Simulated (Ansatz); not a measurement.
Born–Oppenheimer molecular dynamics of ClH7SiSn (10 atoms, charge 0, multiplicity 1). It starts at the highest image of a converged band. Of that band: Beside the main top the profile has a ripple of under 15 meV (maxima at images 4, 7), which may be a very shallow well or noise. Neighbouring images differ by up to 2.4 eV, so the band resolves the path poorly. A vibrational analysis at the climbing image gives one clearly imaginary mode, 1407i cm⁻¹: a first-order saddle point.

Method: RKS PBE-D4/def2-SVP in Ansatz.

```json
{
 "ensemble": "NVE (velocity Verlet)",
 "time step": "0.5 fs",
 "steps asked": "200",
 "starting velocities drawn for": "100 K",
 "seed": "5163"
}
```

First frame:

```xyz
10
Properties=species:S:1:pos:R:3
Sn 0.027 0.089 -0.068
H 1.026 -0.572 1.514
H 1.240 -0.553 -1.091
Cl -0.895 1.835 -1.555
H -1.425 -0.515 0.607
Si 0.898 2.545 1.247
H 1.710 2.602 2.521
H 1.683 3.180 0.139
H -0.426 3.208 1.482
H 0.998 0.709 1.442
```

(1) How far do the bonds stretch over the last three quarters of this one trajectory? (Pairs bonded in most of those frames.)

Answers

(1) 
```
   bond  mean (Å)  spread (Å)  shortest  longest
 Sn1–H2     1.762       0.092      1.59     1.91
 Sn1–H3     1.733       0.015      1.71     1.76
Sn1–Cl4     2.453       0.054      2.34     2.51
 Sn1–H5     1.731       0.009      1.71     1.75
 Si6–H7     1.508       0.013      1.49     1.53
 Si6–H8     1.501       0.010      1.48     1.52
 Si6–H9     1.502       0.023      1.46     1.54
Si6–H10     1.520       0.082      1.39     1.65
```

Mean temperature of the second half: 1876 K. The conserved energy stayed within 0.14 meV per atom of its start (net change -0.017 meV per atom), so the integration is sound. The kinetic energy rose, since the run started high on the potential surface and went downhill. It ends in pieces (ClH3Sn + H4Si), so much of that is their flight and rotation, not heat. A run of 0.1 ps of so small a system gives no equilibrium averages. The orbitals stay closed-shell, which can raise the energy where a bond breaks towards radicals; this wasn't checked here.

Time of the run: 7.3 min on 2 threads of Intel(R) Xeon(R) Platinum 8259CL CPU @ 2.50GHz (Skylake/Cascade Lake), on a shared host, peak memory 0.16 GiB.
